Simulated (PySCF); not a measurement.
B(OH)(OMe)(SiMe3), C4H13BO2Si, SMILES COB([Si](C)(C)C)O, GFN2-xTB optimised geometry.

```
21

B      0.46    -0.05     0.00
O     -0.11    -1.28     0.00
H      0.52    -2.01     0.00
O      1.82    -0.05     0.00
C      2.63     1.09     0.00
H      3.24     1.09     0.92
H      3.30     1.04    -0.86
H      2.05     2.01    -0.04
Si    -0.79     1.50     0.00
C     -0.58     2.68     1.51
C     -2.62     0.93     0.04
C     -0.62     2.63    -1.55
H     -1.33     3.45     1.51
H     -0.67     2.13     2.45
H      0.39     3.17     1.51
H     -2.82     0.34     0.92
H     -2.85     0.32    -0.83
H     -3.30     1.77     0.04
H     -0.75     2.06    -2.47
H      0.35     3.11    -1.61
H     -1.37     3.42    -1.54
```

Density from B3LYP/def2-SVP run with PySCF at that geometry.

Minimum of the electron density along straight lines between bonded atoms, close to the bond critical point (lines longer than 1.1 times the sum of covalent radii, or with two minima, are not listed):

| bond | length / Å | ρ at the minimum / e bohr⁻³ | ∇²ρ there / e bohr⁻⁵ | position (fraction from the first atom) |
|---|---|---|---|---|
| B1–O2 | 1.354 | 0.205 | 1.18 | 0.33 |
| O2–H3 | 0.960 | 0.355 | -2.35 | 0.81 |
| B1–O4 | 1.360 | 0.198 | 1.14 | 0.33 |
| O4–C5 | 1.401 | 0.258 | -0.35 | 0.66 |
| C5–H6 | 1.093 | 0.282 | -1.08 | 0.64 |
| C5–H7 | 1.093 | 0.283 | -1.08 | 0.64 |
| C5–H8 | 1.092 | 0.282 | -1.07 | 0.64 |
| B1–Si9 | 1.992 | 0.113 | 0.12 | 0.63 |
| Si9–C10 | 1.925 | 0.106 | 0.29 | 0.38 |
| Si9–C11 | 1.913 | 0.108 | 0.31 | 0.38 |
| Si9–C12 | 1.925 | 0.105 | 0.29 | 0.38 |
| C10–H13 | 1.086 | 0.272 | -0.97 | 0.62 |
| C10–H14 | 1.086 | 0.272 | -0.97 | 0.62 |
| C10–H15 | 1.087 | 0.272 | -0.96 | 0.62 |
| C11–H16 | 1.086 | 0.273 | -0.97 | 0.62 |
| C11–H17 | 1.086 | 0.273 | -0.97 | 0.62 |
| C11–H18 | 1.086 | 0.272 | -0.97 | 0.62 |
| C12–H19 | 1.086 | 0.272 | -0.97 | 0.62 |
| C12–H20 | 1.087 | 0.272 | -0.96 | 0.62 |
| C12–H21 | 1.086 | 0.272 | -0.97 | 0.62 |
